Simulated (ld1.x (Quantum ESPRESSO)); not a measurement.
## Which change was made? (Co, TM)

cobalt, norm-conserving Troullier–Martins (Kleinman–Bylander form), made with ld1.x (Quantum ESPRESSO) 7.5 (PBE, scalar-relativistic). Core [Ne] 3s2, reference 3p6 3d7 4s2 4p0. Waves: 4s (bound): rc 2.00 bohr; 3p (bound): rc 0.85 bohr; 3d (bound): rc 1.65 bohr. Local part: all-electron potential smoothed inside 1.05 bohr (lloc = -1). Core correction: none.

Cutoffs, loose and tight: the cutoffs (Ry, on a coarse ladder) from which the occupation-weighted sum of valence levels, in a spherical-Bessel basis at the reference potential, stays within 10 and 1 mRy of its value at 400 Ry. They do not see the model core or the augmentation charge, which bear on the density cutoff. Test errors are all-electron minus pseudo excitation energies from the reference, over the configurations 3p6 3d7 4s1 4p0; 3p6 3d7 4s0 4p0; 3p6 3d6 4s0 4p0; 3p6 3d6 4s2 4p1; 3p6 3d5 4s0 4p0; 3p5 3d7 4s2 4p0; 3p6 3d7 4s1 4p1; variants that change the core or the reference have their own tests. The largest error is taken over the tests solved by every variant that gives reliable tests at all, those not shown here included: 3p5 3d7 4s2 4p0; 3p6 3d6 4s0 4p0; 3p6 3d6 4s2 4p1; 3p6 3d7 4s0 4p0; 3p6 3d7 4s1 4p0; 3p6 3d7 4s1 4p1.

The base gives: outcome: generated; cutoff, loose: 160 Ry; cutoff, tight: 260 Ry; bound ghosts: s; largest test error (meV): -299.

Q: After one change the result is: outcome: generated; cutoff, loose: 160 Ry; cutoff, tight: 260 Ry; bound ghosts: none; largest test error (meV): +45. Which change was it?
A. core correction a·sin(br)/r model core inside 0.34 bohr
B. core [Ar], valence charge 9; reference 3d7 4s2 4p0; waves now 4s (bound): rc 2.60 bohr; 4p (bound): rc 3.10 bohr; 3d (bound): rc 0.95 bohr; local potential all-electron potential smoothed inside 2.00 bohr (lloc = -1); core correction Bessel-smoothed model core, default radius (core density twice the valence density)
C. type ultrasoft; waves now 4s (bound): rcut 1.75, rcutus 2.00 bohr; 4s channel at 1.15 Ry: rcut 1.75, rcutus 2.00 bohr; 3p (bound): rc 0.85 bohr; 4p (bound): rc 0.85 bohr; 3d (bound): rcut 1.45, rcutus 1.65 bohr; 3d channel at 0.8 Ry: rcut 1.45, rcutus 1.65 bohr; local potential all-electron potential smoothed inside 1.45 bohr (lloc = -2); augmentation PSQ, inside the norm-conserving radii

A: C. The others give: core [Ar], valence charge 9; reference 3d7 4s2 4p0; waves now 4s (bound): rc 2.60 bohr; 4p (bound): rc 3.10 bohr; 3d (bound): rc 0.95 bohr; local potential all-electron potential smoothed inside 2.00 bohr (lloc = -1); core correction Bessel-smoothed model core, default radius (core density twice the valence density) → outcome: generated; cutoff, loose: 230 Ry; cutoff, tight: 300 Ry; bound ghosts: none; largest test error (meV): -1697 over the solved tests; 1 of 7 tests not solved or not reliable | core correction a·sin(br)/r model core inside 0.34 bohr → outcome: generated; cutoff, loose: 160 Ry; cutoff, tight: 260 Ry; bound ghosts: s; largest test error (meV): -314.
